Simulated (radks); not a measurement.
Problem. Valence configurations of S II (all share [Ne]). Calculated with a radial shooting solver on a logarithmic mesh with Libxc functionals: scalar-relativistic Kohn-Sham, LDA (Slater exchange, Perdew-Wang correlation), spin-polarised, spherical densities, finite nucleus; open shells are filled with parallel spins first; Fermi nuclear charge, rms radius 3.2611 fm. Order these by energy: 3p5; 3s1 3p4; 3s0.5 3p4.5; 3s2 3p3; 3s1.5 3p3.5.

Solution. From the lowest, in eV above it: 3s2 3p3 0.000; 3s1.5 3p3.5 5.295; 3s1 3p4 10.591; 3s0.5 3p4.5 17.312; 3p5 23.528. NIST lists [Ne] 3s2 3p3 as the ground configuration; this level of theory agrees among the configurations tried. The energies are those of spherical high-spin densities, not of single terms.
